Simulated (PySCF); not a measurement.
Assignment exercise: C₈H₁₄OSi

Geometry:
```json
{"atom": "C1", "x (Å)": "-1.705", "y (Å)": "-0.869", "z (Å)": "1.492"}
{"atom": "C2", "x (Å)": "-1.425", "y (Å)": "-0.507", "z (Å)": "0.248"}
{"atom": "C3", "x (Å)": "-1.716", "y (Å)": "-1.402", "z (Å)": "-0.915"}
{"atom": "C4", "x (Å)": "-0.758", "y (Å)": "0.820", "z (Å)": "-0.010"}
{"atom": "C5", "x (Å)": "-0.643", "y (Å)": "1.336", "z (Å)": "-1.458"}
{"atom": "Si6", "x (Å)": "1.095", "y (Å)": "2.020", "z (Å)": "-1.097"}
{"atom": "C7", "x (Å)": "0.747", "y (Å)": "0.850", "z (Å)": "0.404"}
{"atom": "C8", "x (Å)": "1.454", "y (Å)": "-0.431", "z (Å)": "0.166"}
{"atom": "C9", "x (Å)": "2.255", "y (Å)": "-0.962", "z (Å)": "1.330"}
{"atom": "O10", "x (Å)": "1.424", "y (Å)": "-1.003", "z (Å)": "-0.904"}
{"atom": "H11", "x (Å)": "-1.496", "y (Å)": "-0.229", "z (Å)": "2.334"}
{"atom": "H12", "x (Å)": "-2.153", "y (Å)": "-1.821", "z (Å)": "1.722"}
{"atom": "H13", "x (Å)": "-0.789", "y (Å)": "-1.661", "z (Å)": "-1.424"}
{"atom": "H14", "x (Å)": "-2.374", "y (Å)": "-0.903", "z (Å)": "-1.627"}
{"atom": "H15", "x (Å)": "-2.198", "y (Å)": "-2.316", "z (Å)": "-0.578"}
{"atom": "H16", "x (Å)": "-1.266", "y (Å)": "1.578", "z (Å)": "0.593"}
{"atom": "H17", "x (Å)": "-1.447", "y (Å)": "2.006", "z (Å)": "-1.754"}
{"atom": "H18", "x (Å)": "-0.603", "y (Å)": "0.521", "z (Å)": "-2.175"}
{"atom": "H19", "x (Å)": "1.157", "y (Å)": "3.420", "z (Å)": "-0.674"}
{"atom": "H20", "x (Å)": "2.207", "y (Å)": "1.636", "z (Å)": "-1.955"}
{"atom": "H21", "x (Å)": "0.902", "y (Å)": "1.201", "z (Å)": "1.422"}
{"atom": "H22", "x (Å)": "2.912", "y (Å)": "-0.186", "z (Å)": "1.717"}
{"atom": "H23", "x (Å)": "1.567", "y (Å)": "-1.252", "z (Å)": "2.123"}
{"atom": "H24", "x (Å)": "2.840", "y (Å)": "-1.827", "z (Å)": "1.028"}
```

- GFN2-xTB structure
- σ from GIAO-PBE0/pcSseg-1
- code: PySCF 2.14
- non-relativistic Hamiltonian, a single conformation, averaged over atoms made equivalent by symmetry, fast rotation or ring inversion, no solvent

Shifts are taken against calculated references (same method and geometry level): $^{13}$C and $^{1}$H against TMS.

(1) Assign these signals to the numbered atoms. $^{13}$C{$^{1}$H} NMR (computed): δ 219.5 (C), 161.4 (C), 115.5 (CH2), 50.3 (CH), 41.9 (CH), 37.6 (CH3), 27.1 (CH3), 13.4 (CH2).

(2) Assign these signals to the numbered atoms. $^{1}$H NMR (300 MHz, computed): δ 5.22 (br s, 1H), 4.89 (br s, 1H), 4.69 (m, 1H), 4.46 (m, 1H), 3.37 (m, 1H), 3.17 (m, 1H), 2.34 (m, 1H), 2.11 (s, 3H), 2.07 (s, 3H), 1.33 (m, 1H).

Answers

(1) 
```tsv
δ (ppm)	atoms	environment	reason
219.5	C8	ketone carbonyl carbon	the double bond to the heteroatom, with no lone-pair donor beside it, deshields it most
161.4	C2	fully substituted alkene carbon	an sp2 carbon of a C=C bond
115.5	C1	terminal =CH2 carbon	an sp2 carbon of a C=C bond
50.3	C7	sp3 CH bonded to Si, α to a carbonyl	α to the electron-withdrawing carbonyl group
41.9	C4	allylic sp3 CH	aliphatic region, no heteroatom directly attached
37.6	C9	methyl carbon α to a carbonyl	α to the electron-withdrawing carbonyl group
27.1	C3	allylic methyl carbon	aliphatic region, no heteroatom directly attached
13.4	C5	sp3 CH2 bonded to Si	–
```

(2) 
5.22 → H12, hydrogen on a terminal =CH2 carbon: a vinylic proton, deshielded by the sp2 carbon and the C=C anisotropy
4.89 → H11, hydrogen on a terminal =CH2 carbon
4.69 → H19, hydrogen on a silicon bonded to 2 C, in a 4-membered ring
4.46 → H20, hydrogen on a silicon bonded to 2 C, in a 4-membered ring
3.37 → H16, hydrogen on an allylic sp3 CH
3.17 → H21, hydrogen on an sp3 CH bonded to Si, α to a carbonyl: α to C=O
2.34 → H18, hydrogen on an sp3 CH2 bonded to Si
2.11 → H13/H14/H15, hydrogen on an allylic methyl carbon: allylic position
2.07 → H22/H23/H24, hydrogen on a methyl carbon α to a carbonyl: α to C=O
1.33 → H17, hydrogen on an sp3 CH2 bonded to Si

H13/H14/H15 and H22/H23/H24 lie closer than the usual error of such a calculation, so a measured spectrum could show them in the other order.

Shifts are as computed. Against solution values, carbons near 30 ppm lie about +3 ppm off and those near 130 ppm about +5 ppm. Of 1211 compounds with measured shifts, 218 miss one by over three times the rms of a fit or turn the order of signals round; such compounds aren't used in these exercises. No couplings were computed; multiplicities are counted from neighbouring protons, with m where these are inequivalent, close in shift, in a saturated or five-membered ring or joined by F or P, and br s for small geminal =CH2 splittings.
